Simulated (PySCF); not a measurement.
A GIAO shielding run with PySCF 2.14 (density fitting, non-relativistic, gas phase) on `CC(C)[C@H](CCS)[SiH2]O`, C₆H₁₆OSSi:

```
$ OMP_NUM_THREADS=1 python probes_run.py task.json out

{"job": {"kind": "nmr", "xc": "PBE0", "basis": "pcSseg-1"}, "charge": 0, "multiplicity": 1}
C     -2.002548     0.059406     1.123606
C     -1.349298    -0.458496    -0.156291
C     -1.338668    -1.988898    -0.157392
C      0.051177     0.138237    -0.397357
C      1.051728    -0.215617     0.707920
C      2.493011     0.044915     0.300478
S      3.017997    -0.946936    -1.141668
Si     0.004657     2.027440    -0.732176
O      0.244037     2.891953     0.626726
H     -1.404202    -0.190264     1.996936
H     -2.984478    -0.392404     1.250140
H     -2.132699     1.138992     1.081540
H     -1.973015    -0.141802    -1.000822
H     -0.815745    -2.367492    -1.033013
H     -2.357913    -2.369085    -0.179223
H     -0.857179    -2.386160     0.733455
H      0.418469    -0.337565    -1.313557
H      0.957689    -1.270112     0.980984
H      0.856742     0.377608     1.605240
H      3.179972    -0.183139     1.116929
H      2.635131     1.080230    -0.003730
H      2.769457    -2.132694    -0.585434
H     -1.283605     2.357869    -1.346482
H      1.125974     2.486513    -1.538896
H     -0.317627     2.801646     1.391989
```

Hardware: 1 thread of an Arm Neoverse V1, shared host. The job also computes population analyses, field gradients.

**Question.** How large is the calculation?

**Answer.** 90 electrons, 247 basis functions and 1325 auxiliary functions.

**Question.** How long does it take, and how much memory does it need?

**Answer.** 65 s of wall time, with 14 SCF cycles and 5 response iterations; peak memory 1.2 GiB. Times on a shared host scatter by some tens of per cent.
